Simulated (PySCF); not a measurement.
Species: C₇H₅Cl₃.
Numbering: `[CH2:1]=[C:2]1[CH:3]=[CH:4][C:5]([C:6]([Cl:7])([Cl:8])[Cl:9])=[CH:10]1` (hydrogens: H11, H12 on C1; H13 on C3; H14 on C4; H15 on C10)

Jobs on this species (15 atoms, 98 electrons) with PySCF (density fitting). Hardware of each: one thread, Arm Neoverse V1, shared host. Other jobs ran on the host; a repeat could differ by tens of per cent or more.

```tsv
level and settings	work	basis functions	SCF cycles	wall time
wB97X-D/def2-SVPD, IEF-PCM acetonitrile	6 singlets by full TDDFT, polarisability	261	?	?
wB97X-D/def2-SVPD, IEF-PCM water	6 singlets by full TDDFT, polarisability	261	?	?
wB97X-D/def2-SVPD	6 singlets by full TDDFT, polarisability, dynamic polarisability	261	?	?
PBE0/pcSseg-1, IEF-PCM acetonitrile	shieldings, ring-centre shieldings, charges and field gradients	216	14	48 s
PBE0/pcSseg-1, IEF-PCM water	shieldings, ring-centre shieldings	216	14	40 s
PBE0-D3(BJ)/def2-SVP, grid level 1	geometry optimisation from a GFN2-xTB start	177	34	88 s
```

Problem. Fill in the missing figures.

Solution. 
- wB97X-D/def2-SVPD, IEF-PCM acetonitrile; 6 singlets by full TDDFT, polarisability: 76 s, 14 SCF cycles
- wB97X-D/def2-SVPD, IEF-PCM water; 6 singlets by full TDDFT, polarisability: 70 s, 14 SCF cycles
- wB97X-D/def2-SVPD; 6 singlets by full TDDFT, polarisability, dynamic polarisability: 1.9 min, 14 SCF cycles

Problem. What do all jobs in the table cost together?

Solution. About 7.3 min; the longest takes about 26 % of that, and about 2.9 times as long as the shortest.
